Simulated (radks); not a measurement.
Values are calculated unless marked as measured or tabulated.
Ar II, 17 electrons, occupied as [He] 2s2 2p5.5 3s2 3p5 3d0.5 (fractional occupations, a model configuration). Code: a radial shooting solver on a logarithmic mesh with Libxc functionals. Model: scalar-relativistic Kohn-Sham, SCAN, spin-polarised, spherical densities, finite nucleus; open shells are filled with parallel spins first; meta-GGA in the generalised Kohn-Sham scheme; Fermi nuclear charge, rms radius 3.4274 fm. Some entries of the table are withheld. Estimate them.

orbital,occ.,eigenvalue (eV),<r^2> (bohr^2),<1/r> (bohr^-1)
1s up,1,-3174.810,0.009894,17.69
1s down,1,-3172.863,0.009882,17.70
2s up,1,-332.3581,0.1973,3.613
2s down,1,-329.5589,0.1979,3.603
2p up,3,-264.6477,(1),3.504
2p down,2.5,-261.1569,(2),3.494
3s up,1,(3),2.027,1.045
3s down,1,(4),2.066,1.035
3p up,3,-26.2414,2.553,0.9223
3p down,2,-24.2479,2.623,0.9118
3d up,0.5,(5),8.940,0.5397

Answer. 
(1) 2p up <r^2> (bohr^2): 0.1694
(2) 2p down <r^2> (bohr^2): 0.1705
(3) 3s up eigenvalue (eV): -42.0897
(4) 3s down eigenvalue (eV): -40.0158
(5) 3d up eigenvalue (eV): -5.1066
